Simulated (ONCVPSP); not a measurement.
## Potentials for S compared

Generated with ld1.x 7.5 (TM, RRKJ, ultrasoft, PAW), atompaw 4.2 or ONCVPSP 4.0.1. The cutoff is in Ry: for ld1.x and atompaw files where the sum of valence levels is converged to 10 mRy in a Bessel basis, for ONCV files where the hardest occupied wave has 1 mHa per electron of residual kinetic energy. The error is the largest all-electron minus pseudo excitation energy over each file’s own four to seven test configurations (ionisations up to +4, promotions, holes and added fractions of an electron), all of which were solved. The labels leave out finer settings (local radius, basis sizes, second energies), which also bear on the numbers. Spin-polarised tests are not counted. The rows are a selection from randomly drawn settings: files with unsolved tests, undetermined cutoffs or missed reference levels are left out.

A true bound ghost makes a file unfit for plane-wave use even where its test errors are small: the radial tests pick states by their node count and pass the ghost by.

| potential | cutoff (Ry) | largest error (meV) | bound ghosts |
| --- | --- | --- | --- |
| ONCV, PBE, scalar-relativistic, rc 1.35/1.35 (sp), local p, core correction yes, reference 3s2 3p3, qcut 5.5/6, projectors 2/0 | 26 | +3.7 | none |
| ONCV, LDA (Perdew-Wang 92), fully relativistic, rc 1.05/1.60/1.60 (spd), local smoothed, core correction yes, reference 3s2 3p3.75, qcut 6.8/5.8/7, projectors 3/1/2 | 97 | +247 | s |
| ONCV, PBE, scalar-relativistic, rc 1.25/1.60/1.25 (spd), local d, core correction no, reference 3s2 3p2, qcut 4.9/4.2/12.3, projectors 2/2/0 | 27 | +7.1 | none |
| ONCV, LDA (Perdew-Wang 92), scalar-relativistic, rc 1.20/1.55/1.70 (spd), local smoothed, core correction yes, reference 3s2 3p4, qcut 6.4/5.2/5.8, projectors 2/2/2 | 28 | -5.2 | s |
| ONCV, LDA (Perdew-Wang 92), scalar-relativistic, rc 1.40/1.35/1.10 (spd), local smoothed, core correction yes, reference 3s2 3p2, qcut 3.8/7.4/9.6, projectors 3/1/1 | 59 | +41 | none |
| ONCV, LDA (Perdew-Zunger), non-relativistic, rc 0.75/0.75 (sp), local smoothed, core correction yes, reference 2s2 2p6 3s2 3p4, qcut 17.3/19.2, projectors 2/2 | 292 | +23 | none |

Q: Fill in the row for S: ONCV, PBE, scalar-relativistic, rc 0.65/0.85 (sp), local smoothed, core correction yes, reference 2s2 2p6 3s2 3p3, qcut 20.6/12.6, projectors 2/3.

A: cutoff 437 Ry, largest error +7.4 meV, bound ghosts: none.
